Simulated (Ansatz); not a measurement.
Ideal-gas functions of `[NH3+][InH3-]` at 500 K and 1 bar, from an Ansatz frequency run at PBE0-D4/def2-TZVP.

Molar mass 134.87 g/mol, point group C3v (symmetry number 3), electronic degeneracy 1, moments of inertia 11.72, 96.53, 96.53 u Å². Harmonic wavenumbers (cm⁻¹, unscaled): 61, 272, 296, 296, 569, 569, 609, 609, 633, 1165, 1657, 1658, 1765, 1765, 1784, 3503, 3628, 3628.

Use S(trans) = R[1.5 ln M + 2.5 ln T − 1.1517]; rotational temperatures θ = 24.2544 K / I; S(rot) = R[ln(√π/σ · √(T³/θAθBθC)) + 1.5]; for each mode x = 1.438777 ν̃/T, S = R[x/(eˣ − 1) − ln(1 − e⁻ˣ)] and H = RT x/(eˣ − 1); 1 cm⁻¹ = 0.0119627 kJ/mol; R = 8.31446 J/(mol·K).

Task: By hand: the entropy, in J/(mol·K).

Result: Translation 180.8. Rotation: θ = 2.0695, 0.2513, 0.2513 K, giving 94.1. Vibration, mode by mode: 22.79, 10.56, 9.90, 9.90, 5.09, 5.09, 4.64, 4.64, 4.39, 1.31, 0.41, 0.41, 0.32, 0.32, 0.30, 0.00, 0.00, 0.00, in all 80.1. Electronic 0.0. Sum 355.0 J/(mol·K).

Task: By hand: H − E and G − E in kJ/mol, counted from the electronic energy.

Result: Zero-point energy ½ × 24467 × 0.0119627 = 146.3; thermal vibration 20.9; translation, rotation and pV give 4 RT = 16.6. H − E = 183.8 kJ/mol, and G − E = 183.8 − 500 × 355.0/1000 = 6.3 kJ/mol.

Vibration gives 23 % of the entropy, 22.8 J/(mol·K) of it from the mode under 150 cm⁻¹: soft modes count most, and the harmonic formula is weakest for them.
